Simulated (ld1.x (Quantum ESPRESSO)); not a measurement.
u(r) = r·R(r): atom against pseudo-atom (neon)

Columns: radius, all-electron u(r) and pseudo u(r) of the 2p shell (level -32.22 eV) of neon in the configuration [He] 2s2 2p5; revPBE, non-relativistic, PAW scheme, ld1.x (Quantum ESPRESSO) 7.5.

```csv
r (bohr),all-electron,pseudo
0.068,0.1023,0.0144
0.135,0.2972,0.0558
0.202,0.4988,0.1211
0.270,0.6752,0.2071
0.338,0.8125,0.3066
0.405,0.9096,0.4110
0.473,0.9728,0.5163
0.540,1.0056,0.6128
0.608,1.0149,0.6975
0.675,1.0059,0.7639
0.742,0.9834,0.8105
0.810,0.9508,0.8369
0.878,0.9114,0.8430
0.945,0.8682,0.8314
1.013,0.8219,0.8053
1.080,0.7751,0.7693
1.148,0.7275,0.7263
1.215,0.6813,0.6813
1.283,0.6356,0.6356
1.350,0.5921,0.5921
1.418,0.5500,0.5500
1.485,0.5105,0.5105
1.553,0.4726,0.4726
1.620,0.4374,0.4374
1.688,0.4039,0.4039
1.755,0.3731,0.3731
```

Question: How many radial nodes do the two functions have?

Answer: The all-electron 2p function has n − l − 1 = 0; the pseudo-wave has 0.

Question: At about which radius was the pseudo-wave matched?

Answer: 1.35 bohr. The columns agree to 0.0005 from 1.22 bohr on; several derivatives are matched, so the curves merge somewhat inside the radius.

Question: Is the pseudo-wave norm-conserving?

Answer: No, it belongs to a PAW set: the norm inside the radius is not constrained, and the difference is carried by the augmentation charge.
